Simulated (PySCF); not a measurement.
# I⁺: ionisation energy

I⁺ [Kr] 4d10 5s2 5p4 (3P) → I²⁺ [Kr] 4d10 5s2 5p3 (4S), as a difference of total energies. Computed with PySCF 2.14 in Sapporo-DKH3-DZP-2012, with the spin-free X2C one-electron Hamiltonian (Gaussian nucleus). Correlated levels: valence: [Kr] 4d10 frozen; valence and next inner shell: [Ar] 3d10 frozen. The calculations carry no spin-orbit coupling.

```json
{"method": "UHF", "ionisation energy (eV)": "17.645", "plus first-order spin-orbit estimate": "17.979", "error of that sum (eV)": "-1.152"}
{"method": "LDA", "ionisation energy (eV)": "19.043", "plus first-order spin-orbit estimate": "19.376", "error of that sum (eV)": "+0.245"}
{"method": "PBE", "ionisation energy (eV)": "18.732", "plus first-order spin-orbit estimate": "19.065", "error of that sum (eV)": "-0.066"}
{"method": "PBE0", "ionisation energy (eV)": "18.749", "plus first-order spin-orbit estimate": "19.082", "error of that sum (eV)": "-0.049"}
{"method": "r2SCAN", "ionisation energy (eV)": "18.747", "plus first-order spin-orbit estimate": "19.080", "error of that sum (eV)": "-0.051"}
{"method": "wB97X-V", "ionisation energy (eV)": "18.924", "plus first-order spin-orbit estimate": "19.257", "error of that sum (eV)": "+0.126"}
{"method": "LC-wPBE", "ionisation energy (eV)": "18.870", "plus first-order spin-orbit estimate": "19.203", "error of that sum (eV)": "+0.072"}
{"method": "r2SCANh", "ionisation energy (eV)": "18.752", "plus first-order spin-orbit estimate": "19.086", "error of that sum (eV)": "-0.045"}
{"method": "TPSS", "ionisation energy (eV)": "18.738", "plus first-order spin-orbit estimate": "19.072", "error of that sum (eV)": "-0.059"}
{"method": "ROHF", "ionisation energy (eV)": "17.583", "plus first-order spin-orbit estimate": "17.917", "error of that sum (eV)": "-1.214"}
{"method": "MP2 (valence)", "ionisation energy (eV)": "18.030", "plus first-order spin-orbit estimate": "18.363", "error of that sum (eV)": "-0.768"}
{"method": "SCS-MP2 (valence)", "ionisation energy (eV)": "18.044", "plus first-order spin-orbit estimate": "18.378", "error of that sum (eV)": "-0.753"}
{"method": "MP2 (valence and next inner shell)", "ionisation energy (eV)": "18.095", "plus first-order spin-orbit estimate": "18.428", "error of that sum (eV)": "-0.703"}
{"method": "SCS-MP2 (valence and next inner shell)", "ionisation energy (eV)": "18.076", "plus first-order spin-orbit estimate": "18.409", "error of that sum (eV)": "-0.722"}
```

Reference: 19.131 eV (measured; NIST Atomic Spectra Database, ionization energies).

A first-order spin-orbit estimate (lowest level to lowest level, LS coupling) adds 0.333 eV.

Errors of the correlated levels include the incompleteness of this basis and the frozen core.
